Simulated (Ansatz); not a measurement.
A run on `[NH2][GaH][SiH3]` with other settings.

```yaml
crystal:
  periodic: [false, false, false]
  atoms:
    - {symbol: N, position_ang: [-0.376281, 0.619593, -1.831617]}
    - {symbol: Ga, position_ang: [0.639131, 0.644296, -0.522630]}
    - {symbol: Si, position_ang: [0.090795, -0.643909, 1.425769]}
    - {symbol: H, position_ang: [-0.433236, 0.924022, -2.730586]}
    - {symbol: H, position_ang: [-1.500278, 0.030485, -1.715767]}
    - {symbol: H, position_ang: [1.968664, 1.177877, -0.843954]}
    - {symbol: H, position_ang: [0.898840, -1.770752, 1.907159]}
    - {symbol: H, position_ang: [-1.321430, -1.282834, 1.369715]}
    - {symbol: H, position_ang: [0.092564, 0.290271, 2.891948]}
basis:
  gaussian: {orbitals: "6-311G**"}
hamiltonian: {xc: {name: rPW86-PBE}, dispersion: d3bjatm}
accuracy: high
output: {forces: true}
```

```sh
$ ansatz run in.yaml --threads 2 --pin off --events-out ev --progress --plain --max-ram 4352MiB
```

Shortened log:

```
Error: <dir> can't be read: No such file or directory (os error 2)
```
